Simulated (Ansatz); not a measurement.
System: sum formula GaHBr2, net charge 0, singlet state. 
Coordinates optimised at B3LYP-D3(BJ)/def2-TZVP (Ansatz, an electronic-structure program):
SMILES: [Br][GaH][Br]
```xyz
4

Br    -1.3211     1.4799     0.0171
Ga    -0.4892    -0.6554    -0.0104
Br     1.7948    -0.8452    -0.0070
H     -1.4160    -1.8973    -0.0301
```
Charge 0, spin multiplicity 1.

Total electronic energies in hartree. Cores are frozen in the correlated levels unless marked. No spin-orbit coupling. Frozen are the shells of the preceding noble gas and the d and f shells that filled before the atom's block. Non-relativistic. CBS(X,Y): correlation extrapolated as X^-3; Hartree-Fock from the larger set (for Q and 5 zeta extrapolated as (X+1)exp(-9√X)). The bracket is a focal-point correction in the basis named.

```json
[
 {"level": "HF/6-31G*", "program": "Ansatz", "energy (Eh)": "-7067.88005"},
 {"level": "HF/aug-cc-pVTZ", "program": "Ansatz", "energy (Eh)": "-7068.91896"},
 {"level": "HF/cc-pVTZ", "program": "Ansatz", "energy (Eh)": "-7068.91812"},
 {"level": "HF/cc-pVQZ", "program": "Ansatz", "energy (Eh)": "-7068.92735"},
 {"level": "HF/cc-pV5Z", "program": "Ansatz", "energy (Eh)": "-7068.92822"},
 {"level": "RI-HF/aug-cc-pVTZ", "program": "Ansatz", "energy (Eh)": "-7068.91880"},
 {"level": "PBE-D3(BJ)/def2-TZVPD", "program": "Ansatz + dftd3", "energy (Eh)": "-7072.81274"},
 {"level": "revPBE-D4/def2-TZVPD", "program": "Ansatz + dftd4", "energy (Eh)": "-7073.30104"},
 {"level": "r2SCAN-D4/def2-TZVPD", "program": "Ansatz + dftd4", "energy (Eh)": "-7073.83970"},
 {"level": "PBE0-D4/def2-TZVP", "program": "Ansatz + dftd4", "energy (Eh)": "-7073.03239"},
 {"level": "BHLYP/def2-TZVPD", "program": "Ansatz", "energy (Eh)": "-7073.83758"},
 {"level": "LC-wPBE-D3(BJ)/def2-TZVPD", "program": "Ansatz + dftd3", "energy (Eh)": "-7072.91888"},
 {"level": "B2GP-PLYP-D3(BJ)/def2-TZVPD", "program": "Ansatz + dftd3", "energy (Eh)": "-7072.19258"},
 {"level": "MP2/6-31G", "program": "Ansatz", "energy (Eh)": "-7067.81778"},
 {"level": "MP2/CBS(aug-cc-pVTZ,aug-cc-pVQZ)", "program": "Ansatz", "energy (Eh)": "-7069.3883"},
 {"level": "RI-MP2/CBS(aug-cc-pVTZ,aug-cc-pVQZ)", "program": "Ansatz", "energy (Eh)": "-7069.3882"},
 {"level": "CCSD/aug-cc-pVDZ", "program": "Ansatz", "energy (Eh)": "-7069.02963"},
 {"level": "CCSD/cc-pVTZ", "program": "Ansatz", "energy (Eh)": "-7069.34154"},
 {"level": "CCSD/CBS(aug-cc-pVTZ,aug-cc-pVQZ)", "program": "Ansatz", "energy (Eh)": "-7069.4192"},
 {"level": "CCSD(T)/6-31G", "program": "Ansatz", "energy (Eh)": "-7067.84052"},
 {"level": "RI-MP2/CBS(aug-cc-pVTZ,aug-cc-pVQZ)+[CCSD(T)-MP2]/aug-cc-pVTZ", "program": "Ansatz", "energy (Eh)": "-7069.4415"},
 {"level": "CCSD(T)/CBS(cc-pVTZ,cc-pVQZ)", "program": "Ansatz", "energy (Eh)": "-7069.4416"},
 {"level": "CCSD(T)/CBS(cc-pVQZ,cc-pV5Z)", "program": "Ansatz", "energy (Eh)": "-7069.4414"}
]
```

Totals of different functionals don't rank their quality; only differences between species are comparable.
